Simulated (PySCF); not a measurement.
PySCF 2.14 output of an unrestricted HSE06 calculation on a single atom or ion in x2c-TZVPPall, with the spin-free X2C one-electron Hamiltonian (Gaussian nucleus):

```
SCF conv_tol = 1e-09
number electrons alpha = 30  beta = 28
    J. Heyd, G. E. Scuseria, and M. Ernzerhof.,  J. Chem. Phys. 118, 8207 (2003)
    J. Heyd, G. E. Scuseria, and M. Ernzerhof.,  J. Chem. Phys. 124, 219906 (2006)
    A. V. Krukau, O. A. Vydrov, A. F. Izmaylov, and G. E. Scuseria.,  J. Chem. Phys. 125, 224106 (2006)
cycle= 1 E= -8859.17408230801  delta_E= -0.0162  |g|= 0.0398  |ddm|= 0.664
cycle= 2 E= -8859.17436143509  delta_E= -0.000279  |g|= 0.00987  |ddm|= 0.058
cycle= 3 E= -8859.17438213594  delta_E= -2.07e-05  |g|= 0.000747  |ddm|= 0.018
cycle= 4 E= -8859.17438414011  delta_E= -2e-06  |g|= 0.000582  |ddm|= 0.00448
cycle= 5 E= -8859.1743850565  delta_E= -9.16e-07  |g|= 0.000262  |ddm|= 0.00215
cycle= 6 E= -8859.17438589953  delta_E= -8.43e-07  |g|= 0.000185  |ddm|= 0.00301
cycle= 7 E= -8859.17438722916  delta_E= -1.33e-06  |g|= 8.63e-05  |ddm|= 0.00703
cycle= 8 E= -8859.17438735705  delta_E= -1.28e-07  |g|= 1.37e-05  |ddm|= 0.00306
cycle= 9 E= -8859.17438735955  delta_E= -2.5e-09  |g|= 5.82e-06  |ddm|= 0.000285
cycle= 10 E= -8859.17438735989  delta_E= -3.44e-10  |g|= 1.64e-06  |ddm|= 0.000119
converged SCF energy = -8859.17438735989  <S^2> = 2.0020134  2S+1 = 3.0013419
```

The run itself started from symmetry-adapted Hartree-Fock orbitals and held the occupation by maximum overlap, on a logarithmic radial grid, so the iterations belong to that start.

**Question.** Which element, charge and spin multiplicity is this?

**Answer.** Ce (cerium, neutral), multiplicity 3; the state was [Xe] 4f2 6s2, one real determinant (an excited configuration).

⟨L²⟩ = 24.00 against 30 for a pure H term, so this real determinant mixes terms. Spin-orbit coupling, absent here, splits the open shell strongly.
